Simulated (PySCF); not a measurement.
Computed Raman spectrum (relative Raman activity) of a molecule C₄H₄ClF. Coordinates come from a PBE0-D3(BJ)/def2-SVP optimisation. Other conformers were not sampled. These are PySCF with PBE0-D3(BJ)/def2-SVP values and carry that method's errors. Frequencies are harmonic and unscaled.

Lines under 2 % of the strongest are left out, and lines within 2 cm⁻¹ are merged.

| ν (cm⁻¹) | relative intensity |
|---|---|
| 583 | 2.4 |
| 703 | 2.7 |
| 930 | 5.9 |
| 1088 | 3.7 |
| 1149 | 3.9 |
| 1187 | 3.4 |
| 1444 | 13 |
| 1473 | 7.9 |
| 1819 | 11 |
| 3077 | 66 |
| 3084 | 100 |
| 3141 | 53 |
| 3151 | 45 |

Identify the compound among the candidates.
A. C#C[C@@H](F)CCl
B. FC1=C(Cl)CC1
C. CC=C=C(F)Cl
D. C=C=C[C@H](F)Cl

B, FC1=C(Cl)CC1
